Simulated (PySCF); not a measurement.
C₂H₇MgNS. Atoms are numbered in the order given.

```xyz
12

Mg     0.2025    -0.3378     0.2177
N     -0.6056     1.1225    -0.7077
C     -0.6351     1.2612    -2.1493
C     -1.2707     2.2331    -0.0576
H     -1.6718     1.2984    -2.5504
H     -0.1303     2.1899    -2.4954
H     -0.1276     0.4143    -2.6449
H     -0.7974     3.2100    -0.2995
H     -2.3393     2.3193    -0.3537
H     -1.2481     2.1271     1.0418
S      1.2158    -2.0914     1.3470
H      0.1043    -2.8657     1.3326
```

Geometry optimised at TPSSh-D3(BJ)/def2-SVP. The structure was generated by enumeration; whether it is a known compound was not checked. The values are those of a single conformer.

Calculation: IEF-PCM-M06-2X/def2-SVP (PySCF).

The values are the electrostatic part of the solvation free energy, E(continuum) − E(gas) at the gas-phase geometry, in a cavity of scaled van der Waals radii (PySCF's table); cavitation and dispersion terms are not included. A continuum can't describe solvent molecules that bind to the metal. In vacuum the orbital gap is 6.16 eV. The dipole moment in vacuum is 1.48 D.

| solvent | ε | ΔG(elec) (kcal/mol) | dipole (D) | gap (eV) |
|---|---|---|---|---|
| water | 78.36 | -11.7 | 1.91 | 6.58 |
| 2-propanol | 19.26 | [?] | [?] | [?] |
| chlorobenzene | 5.70 | -8.6 | 1.81 | 6.46 |

Q: Complete the blanks. (An estimate is asked for; the answer gives what the named calculation found.)

A: 
- 2-propanol, ΔG(elec) (kcal/mol): -10.9
- 2-propanol, dipole (D): 1.88
- 2-propanol, gap (eV): 6.55
